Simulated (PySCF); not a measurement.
Isomers of CH9NSi2 side by side.

PySCF, wB97X-D/def2-SVPD, density fitting, gas phase; each molecule at its own PBE0-D3(BJ)/def2-SVP geometry, one conformer. Singlet excitations by full TDDFT with frozen cores, triplets by Tamm–Dancoff TDDFT and ionisation energies by ΔSCF, from the lowest of the holes tried. 

Torsions of the conformers computed, which needn't be the lowest (atom-mapped SMILES):
- `[CH3:1][SiH2:2][SiH2:3][NH2:4]`: C1–Si2–Si3–N4 -168°, H–N4–Si3–Si2 50°, H–N4–Si3–Si2 -171°
- `[CH3:1][NH:2][SiH2:3][SiH3:4]`: C1–N2–Si3–Si4 -53°
- `[CH3:1][SiH2:2][NH:3][SiH3:4]`: C1–Si2–N3–Si4 -119°
- `[NH2:1][SiH2:2][CH2:3][SiH3:4]`: N1–Si2–C3–Si4 40°, H–N1–Si2–C3 59°, H–N1–Si2–C3 -159°
- `[CH3:1][Si@@H:2]([NH2:3])[SiH3:4]`: H–N3–Si2–C1 -54°, H–N3–Si2–C1 169°

Reference: `CN([SiH3])[SiH3]`, with HOMO energy -8.87 eV, LUMO energy 1.77 eV, lowest singlet excitation 6.07 eV, lowest triplet excitation 5.84 eV, mean polarisability 75.4 au, dipole moment 0.80 D and vertical ionisation energy 8.97 eV.

Changes against it:

```json
{"molecule": "C[SiH2]N[SiH3]", "Δ electronic energy (kcal/mol)": "-19.6", "Δ HOMO energy (eV)": "-0.32", "Δ LUMO energy (eV)": "+0.01", "Δ lowest singlet excitation (eV)": "+0.30", "Δ lowest triplet excitation (eV)": "+0.26", "Δ mean polarisability (au)": "-0.2", "Δ dipole moment (D)": "+0.41", "Δ vertical ionisation energy (eV)": "+0.40"}
{"molecule": "N[SiH2]C[SiH3]", "Δ electronic energy (kcal/mol)": "-10.0", "Δ HOMO energy (eV)": "-0.47", "Δ LUMO energy (eV)": "+0.12", "Δ lowest singlet excitation (eV)": "+0.51", "Δ lowest triplet excitation (eV)": "+0.47", "Δ mean polarisability (au)": "+0.6", "Δ dipole moment (D)": "+0.49", "Δ vertical ionisation energy (eV)": "+0.71"}
{"molecule": "C[Si@@H](N)[SiH3]", "Δ electronic energy (kcal/mol)": "-10.0", "Δ HOMO energy (eV)": "-0.27", "Δ LUMO energy (eV)": "+0.07", "Δ lowest singlet excitation (eV)": "+0.25", "Δ lowest triplet excitation (eV)": "+0.14", "Δ mean polarisability (au)": "+4.4", "Δ dipole moment (D)": "+0.61", "Δ vertical ionisation energy (eV)": "+0.41"}
```

Rows whose labels were lost:

```json
{"row": "P", "Δ electronic energy (kcal/mol)": "+8.0", "Δ HOMO energy (eV)": "+0.27", "Δ LUMO energy (eV)": "-0.10", "Δ lowest singlet excitation (eV)": "-0.41", "Δ lowest triplet excitation (eV)": "-0.48", "Δ mean polarisability (au)": "+5.0", "Δ dipole moment (D)": "+0.61", "Δ vertical ionisation energy (eV)": "-0.17"}
{"row": "Q", "Δ electronic energy (kcal/mol)": "-8.3", "Δ HOMO energy (eV)": "-0.23", "Δ LUMO energy (eV)": "-0.24", "Δ lowest singlet excitation (eV)": "-0.04", "Δ lowest triplet excitation (eV)": "-0.17", "Δ mean polarisability (au)": "+4.3", "Δ dipole moment (D)": "+0.09", "Δ vertical ionisation energy (eV)": "+0.38"}
```

Task: Which row belongs to which of `C[SiH2][SiH2]N` and `CN[SiH2][SiH3]`?

Result: P = `CN[SiH2][SiH3]` and Q = `C[SiH2][SiH2]N`. P and Q are told apart most clearly by the electronic energy (+8.0 against -8.3 kcal/mol).

Task: Which row has the smallest HOMO–LUMO gap and which the largest, and does the HOMO or the LUMO shift more there?

Result: Smallest, counted from the reference: P, -0.37 eV (HOMO +0.27, LUMO -0.10), the larger shift being that of the HOMO. Largest: `N[SiH2]C[SiH3]`, +0.59 eV (HOMO -0.47, LUMO +0.12), the larger shift being that of the HOMO.

The pairwise dispersion term of wB97X-D wasn't added to the energies; at a given geometry it leaves orbitals and properties as they are.
